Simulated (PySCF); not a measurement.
C₆ coefficients of unlike pairs at PBE0

Calculated with PySCF 2.14 from the dipole response of each species, C₆(A,B) = (3/π) ∫ α_A(iu) α_B(iu) du, in atomic units, from isotropic polarisabilities. For ions this is the dispersion term alone; charge-induced terms of lower order in 1/R come first.

```json
{"species": "Fe³⁺", "configuration": "[Ar] 3d5 (6S)", "basis": "dyall-av2z (16s12p7d2f)", "relativity": "none", "α (bohr³)": "1.739", "C₆ (like pair)": "4.112"}
{"species": "Co³⁺", "configuration": "[Ar] 3d6 (5D)", "basis": "aug-cc-pVQZ (9s8p6d4f3g2h)", "relativity": "none", "α (bohr³)": "1.750", "C₆ (like pair)": "4.202"}
{"species": "Ti³⁺", "configuration": "[Ar] 3d1 (2D)", "basis": "dyall-av2z (16s12p7d2f)", "relativity": "none", "α (bohr³)": "2.217", "C₆ (like pair)": "5.725"}
{"species": "O⁺", "configuration": "[He] 2s2 2p3 (4S)", "basis": "aug-cc-pV5Z (7s6p5d4f3g2h)", "relativity": "none", "α (bohr³)": "2.637", "C₆ (like pair)": "5.136"}
```

Estimate C₆ for O⁺ with Ti³⁺.

The integral gives 5.321. The combination rule 2 C_A C_B / (C_A α_B/α_A + C_B α_A/α_B) gives 5.284 and the geometric mean 5.422.

No spin-orbit coupling is included.

The other pairs:

```
      pair     C₆
Co³⁺, Fe³⁺  4.156
  O⁺, Fe³⁺  4.414
Ti³⁺, Co³⁺  4.875
Ti³⁺, Fe³⁺  4.825
  O⁺, Co³⁺  4.454
```
